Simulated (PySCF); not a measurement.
**Working out the excitation energy of Be**

Be [He] 2s2 (1S) → Be [He] 2s1 2p1 (3P). Computed with PySCF 2.14 in aug-cc-pCVTZ (7s6p4d2f, 59 functions), with the non-relativistic Hamiltonian (point nucleus). Frozen: nothing. Energies in hartree (1 hartree = 27.21139 eV):

```tsv
part	Be (lower)	Be (upper)
UHF	-14.572876	-14.513410
CCSD correlation	-0.089050	-0.048488
(T)	-0.000445	-0.000057
```

Task: What does Hartree-Fock give?

Result: (-14.513410) − (-14.572876) = 0.059466 hartree = 1.618 eV.

Task: What do CCSD and CCSD(T) give?

Result: The CCSD correlation energies differ by 0.040562 hartree = 1.104 eV and the triples by 0.000388 hartree = 0.011 eV, so CCSD gives 2.722 eV and CCSD(T) 2.733 eV.

Measured between the centres of the two terms (NIST): 2.725 eV, so CCSD(T) (valence and next inner shell) is off by 0.008 eV.

What remains against the reference includes basis incompleteness and higher excitations.
